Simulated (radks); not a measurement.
Kinetic energies: the exact non-interacting value of the Kohn-Sham orbitals and orbital-free approximations, as 100 (|E| - |E exact|)/|E exact|, negative where the magnitude is too small. Species: Os23+ [Kr] 4d10 4f7; B+ [He] 2s2; Si3+ [Ne] 3s1; Hg2+ [Xe] 4f14 5d10; Cu [Ar] 3d10 4s1. Calculated with a radial shooting solver on a logarithmic mesh with Libxc functionals: non-relativistic Kohn-Sham, LDA (Slater exchange, Perdew-Wang correlation), spin-polarised, spherical densities, point nucleus. Every spin shell is full or empty, so the densities are truly spherical. Functionals are evaluated on that one density, not self-consistently.

functional         Os23+       B+     Si3+     Hg2+       Cu
exact (hartree)  16059.4  23.8770  285.451  18397.2  1635.99
Thomas-Fermi       -4.78   -10.39    -7.56    -4.62    -6.46
von Weizsacker    -63.29    -8.33   -36.29   -64.62   -50.14
TF + vW           +31.93   +81.28   +56.16   +30.76   +43.39
TF + vW/9          -0.70    -0.20    -0.48    -0.69    -0.92
TF + vW/5          +2.57    +7.94    +5.19    +2.45    +3.51
LC94               +0.01    -0.20    +0.17    +0.01    -0.16
APBEK              +0.03    -0.18    +0.30    +0.04    -0.07
revAPBEK           +0.18    +0.62    +0.69    +0.17    +0.18
Perdew 92          -0.69    -0.18    -0.46    -0.68    -0.91
Thakkar            -0.76    +0.02    +0.01    -0.79    -0.59
Pearson            -0.89    -4.41    -1.72    -0.85    -1.36
LKT               +16.63   +52.67   +32.61   +15.89   +23.57
PG1               +13.01   +45.33   +26.58   +12.38   +18.66
DePristo-Kress     -0.20    -1.63    +0.09    -0.21    -0.24
Ernzerhof          -0.46    +1.81    +0.28    -0.48    -0.53
